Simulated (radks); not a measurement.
All-electron atom: Cd3+ in [Ar] 3d10 4s2 4p5 4d9 5p1 (not the ground configuration). All-electron calculation, scalar-relativistic Kohn-Sham, exchange-only r2SCAN, spin-unpolarised, spherical densities, finite nucleus; meta-GGA in the generalised Kohn-Sham scheme; Fermi nuclear charge, rms radius 4.6087 fm. Program: a radial shooting solver on a logarithmic mesh with Libxc functionals.

Normalised radial functions P(r) = r R(r), r in bohr:

| r | 4p |
|---|---|
| 0.003772 | 0.0088 |
| 0.005031 | 0.0147 |
| 0.00671 | 0.0242 |
| 0.008878 | 0.0391 |
| 0.01184 | 0.0631 |
| 0.01579 | 0.0996 |
| 0.0209 | 0.1506 |
| 0.02787 | 0.2208 |
| 0.03717 | 0.3044 |
| 0.04919 | 0.3823 |
| 0.0656 | 0.4224 |
| 0.0875 | 0.3673 |
| 0.1158 | 0.1739 |
| 0.1544 | -0.1621 |
| 0.2059 | -0.5127 |
| 0.2725 | -0.6408 |
| 0.3634 | -0.3543 |
| 0.4809 | 0.2794 |
| 0.6414 | 0.9393 |
| 0.8554 | 1.1853 |
| 1.132 | 0.9439 |
| 1.51 | 0.5003 |
| 2.013 | 0.1717 |
| 2.664 | 0.0371 |
| 3.553 | 0.0041 |
| 4.739 | 0.0002 |
| 6.27 | 0.0000 |
| 8.363 | 0.0000 |

4p: eigenvalue -111.68 eV, 2 radial nodes at r = 0.136, 0.430 bohr, <r> = 0.944 bohr, 90 % of the charge inside 1.38 bohr.
